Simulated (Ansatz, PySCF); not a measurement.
Molecule: dialuminium oxide, Al2O (charge 0, singlet). 
Coordinates optimised at B3LYP-D3(BJ)/def2-TZVP (Ansatz, a program for electronic structure):
SMILES: [Al][O][Al]
```xyz
3

Al     0.0000     0.0000    -1.7104
O      0.0000     0.0000     0.0000
Al     0.0000     0.0000     1.7104
```
Charge 0, spin multiplicity 1.

Total electronic energies in hartree. Valence correlation only, unless marked. Spin-orbit coupling is left out. Non-relativistic. Basis-set limits of correlation are two-point, X^-3; Hartree-Fock from the larger set.

```csv
level,program,energy (Eh)
HF/aug-cc-pV(D+d)Z,Ansatz,-558.81547
HF/cc-pV(Q+d)Z,Ansatz,-558.86154
BLYP/def2-TZVPD,PySCF,-560.23388
BP86-D4/def2-TZVPD,PySCF + dftd4,-560.26382
BP86/def2-TZVPD,PySCF,-560.25824
TPSSh-D4/def2-TZVPD,PySCF + dftd4,-560.23793
r2SCAN0-D4/def2-TZVPD,Ansatz + dftd4,-560.09773
HSE06-D3(BJ)/def2-TZVPD,Ansatz + dftd3,-559.89354
CAM-B3LYP/def2-TZVPD,Ansatz,-560.20970
MP2/cc-pV(Q+d)Z,Ansatz,-559.23265
CCSD(T)/aug-cc-pV(D+d)Z,Ansatz,-559.14365
CCSD(T)/cc-pV(T+d)Z,Ansatz,-559.22731
CCSD(T)/aug-cc-pV(Q+d)Z,Ansatz,-559.26558
CCSD(T)/cc-pV(Q+d)Z,Ansatz,-559.26191
"CCSD(T)/CBS(aug-cc-pV(T+d)Z,aug-cc-pV(Q+d)Z)",Ansatz,-559.2800
```

Totals of different functionals don't rank their quality; only differences between species are comparable.
